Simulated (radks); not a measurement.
All-electron atom: Tm X in [Kr] 4d10 4f11 5s2 5p1.

Calculated with a radial shooting solver on a logarithmic mesh with Libxc functionals: Dirac Kohn-Sham, PBEsol, spin-unpolarised, spherical densities, point nucleus; open shells fill j = l - 1/2 first.

Energy parts (hartree):
| part | energy |
|---|---|
| total | -13553.9386 |
| kinetic | 15013.0822 |
| electron-nucleus | -33269.8133 |
| Hartree | 4980.0717 |
| exchange-correlation | -277.2792 |

Orbitals (lengths in bohr, moments of r in powers of bohr; <r^-3> diverges for s and p1/2; r(max) is where P^2 peaks):
| orbital | occ. | eigenvalue (hartree) | r(max) | <r^-3> |
|---|---|---|---|---|
| 1s1/2 | 2 | -2181.138 | 0.01261 | - |
| 2s1/2 | 2 | -372.4753 | 0.07208 | - |
| 2p1/2 | 2 | -355.3088 | 0.05403 | - |
| 2p3/2 | 4 | -319.3006 | 0.06035 | 12810 |
| 3s1/2 | 2 | -88.04188 | 0.2035 | - |
| 3p1/2 | 2 | -80.48846 | 0.1912 | - |
| 3p3/2 | 4 | -72.88466 | 0.2043 | 2812 |
| 3d3/2 | 4 | -59.99679 | 0.1610 | 480.4 |
| 3d5/2 | 6 | -58.33418 | 0.1647 | 418.1 |
| 4s1/2 | 2 | -21.79389 | 0.4645 | - |
| 4p1/2 | 2 | -18.75367 | 0.4661 | - |
| 4p3/2 | 4 | -17.02498 | 0.4941 | 640.0 |
| 4d3/2 | 4 | -12.01415 | 0.4952 | 94.48 |
| 4d5/2 | 6 | -11.69668 | 0.5042 | 80.82 |
| 5s1/2 | 2 | -6.92174 | 1.041 | - |
| 5p1/2 | 1 | -5.95200 | 1.103 | - |
| 5p3/2 | 0 | -5.62631 | 1.165 | 122.3 |
| 4f5/2 | 6 | -5.54861 | 0.4836 | 13.88 |
| 4f7/2 | 5 | -5.49586 | 0.4883 | 13.36 |
| 5d3/2 | 0 | -4.16806 | 1.341 | 15.20 |
| 5d5/2 | 0 | -4.11701 | 1.361 | 13.19 |
| 6s1/2 | 0 | -3.36096 | 2.089 | - |
| 6p1/2 | 0 | -2.98964 | 2.245 | - |
| 6p3/2 | 0 | -2.87727 | 2.336 | 42.89 |
| 5f5/2 | 0 | -2.62798 | 1.857 | 2.244 |
| 5f7/2 | 0 | -2.61935 | 1.867 | 2.199 |

The highest occupied level is 4f7/2 at -149.55 eV. The configuration is held as typed, so some empty levels lie below it. For comparison, the ionisation energy in NIST's Atomic Spectra Database is 180 eV (theoretical). In exact Kohn-Sham theory the highest level is minus the ionisation energy, but local and semilocal functionals leave it too shallow, through self-interaction and a potential that decays too fast; potentials with the right tail come closer. The density falls to 0.001 e/bohr^3 at r = 2.37 bohr.

Beside tabulated values, note that spin-unpolarised runs miss the spin-polarisation part of the exchange energy of open shells.
